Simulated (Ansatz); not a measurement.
Start from `N[Si@H](F)N[Si@H](N)F` and change one atom or group to get `[NH2][GeH2][NH][SiH](N)F`.

Ansatz, PBE0-D4/def2-TZVP geometries, multiplicity 1. Each molecule was computed in one conformer, which needn't be the lowest.

Scalar relativity is left out up to krypton.

```
                                        property  `N[Si@H](F)N[Si@H](N)F`
           HOMO energy (ωB97M-V/def2-TZVPP) / eV                   -10.15
             LUMO energy (B3LYP/def2-TZVPP) / eV                     0.39
            HOMO–LUMO gap (PBE0/def2-TZVPP) / eV                     8.46
size of the dipole moment (B3LYP/def2-TZVPP) / D                     2.04
              HOMO energy (PBE0/def2-TZVPP) / eV                    -7.72
              LUMO energy (PBE0/def2-TZVPP) / eV                     0.73
```

**Question.** What does the change do to each property? (An estimate is asked.)

**Answer.** The calculation gave: 
```tsv
property	`[NH2][GeH2][NH][SiH](N)F`	shift
HOMO energy (ωB97M-V/def2-TZVPP) / eV	-9.73	0.42
LUMO energy (B3LYP/def2-TZVPP) / eV	0.20	-0.19
HOMO–LUMO gap (PBE0/def2-TZVPP) / eV	7.86	-0.60
size of the dipole moment (B3LYP/def2-TZVPP) / D	3.34	1.30
HOMO energy (PBE0/def2-TZVPP) / eV	-7.34	0.38
LUMO energy (PBE0/def2-TZVPP) / eV	0.51	-0.22
```

With PBE0 the HOMO rises by 0.38 eV and the LUMO falls by 0.22 eV, so the gap narrows by about 0.60 eV. PBE moves the HOMO by 0.34 eV and ωB97M-V by 0.42 eV. Dipoles are sizes alone; their direction can turn.

B3LYP here is the variant with VWN-RPA as its local correlation; programs differ in this.
